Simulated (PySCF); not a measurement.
Compound: C6H6F2.
SMILES: `C(/C=C(F)F)=C\C=C`

The closed-shell SCF was solved with PySCF and density fitting under several settings on one GFN2-xTB geometry (grid level 2 and gas phase unless stated).

```json
{"settings": "B97-D/pcSseg-1, start guess huckel", "basis functions": "166", "SCF cycles": "17", "E (Eh)": "-431.5601", "HOMO (eV)": "-5.26", "LUMO (eV)": "-2.12", "dipole (D)": "0.93"}
{"settings": "X3LYP/6-311G**, IEF-PCM cyclohexane", "basis functions": "180", "SCF cycles": "14", "E (Eh)": "-431.8240", "HOMO (eV)": "-5.95", "LUMO (eV)": "-1.30", "dipole (D)": "1.22"}
```

Question: Estimate the rows for these settings: (1) wB97X/pcSseg-0; (2) wB97X/pcSseg-1, grid level 3, energy threshold 1e-06 Eh.

Answer: 
```tsv
settings	basis functions	SCF cycles	E (Eh)	HOMO (eV)	LUMO (eV)	dipole (D)
wB97X/pcSseg-0	84	13	-430.8120	-8.41	0.60	1.57
wB97X/pcSseg-1, grid level 3, energy threshold 1e-06 Eh	166	8	-431.7211	-8.37	0.60	1.24
```

Question: Over all rows, what range does the HOMO–LUMO gap span?

Answer: From 3.14 eV (B97-D/pcSseg-1, start guess huckel) to 9.01 eV (wB97X/pcSseg-0). The functional of the narrowest has no exact exchange, that of the widest range-separated exact exchange.

Question: And the dipole moment?

Answer: From 0.93 D (B97-D/pcSseg-1, start guess huckel) to 1.57 D (wB97X/pcSseg-0); the largest is 1.69 times the smallest, and the median is 1.23 D.

Question: Compare two rows with the functional wB97X: wB97X/pcSseg-0 and wB97X/pcSseg-1, grid level 3, energy threshold 1e-06 Eh. Which energy is lower, and by how much?

Answer: wB97X/pcSseg-1, grid level 3, energy threshold 1e-06 Eh (166 functions) lies 0.9091 Eh or 570 kcal/mol below wB97X/pcSseg-0 (84 functions).

Whole jobs, the steps after the SCF included, on Arm Neoverse V1, one thread, no GPU, shared host:

```json
{"settings": "B97-D/pcSseg-1, start guess huckel", "work after the SCF": "shieldings, charges and field gradients", "wall time": "33 s", "peak memory": "0.68 GiB"}
{"settings": "X3LYP/6-311G**, IEF-PCM cyclohexane", "work after the SCF": "spin–spin couplings from 14 perturbed nuclei, spin–dipole term for 2 of them", "wall time": "36 s", "peak memory": "0.90 GiB"}
{"settings": "wB97X/pcSseg-0", "work after the SCF": "shieldings", "wall time": "8.1 s", "peak memory": "0.49 GiB"}
{"settings": "wB97X/pcSseg-1, grid level 3, energy threshold 1e-06 Eh", "work after the SCF": "25 singlets by full TDDFT, 5 Tamm–Dancoff triplets, polarisability", "wall time": "51 s", "peak memory": "0.91 GiB"}
```

B97-D ran without the empirical dispersion term, which would shift the total energy alone. Cycle counts include a coarse-grid stage where the run had one. All basis functions are spherical, in the Pople sets too. The structure is a single GFN2-xTB conformer; no vibrational corrections.

Conformer computed: `[CH2:1]=[CH:2]/[CH:3]=[CH:4]/[CH:5]=[C:6]([F:7])[F:8]`: C1–C2–C3–C4 180°, C3–C4–C5–C6 180°.
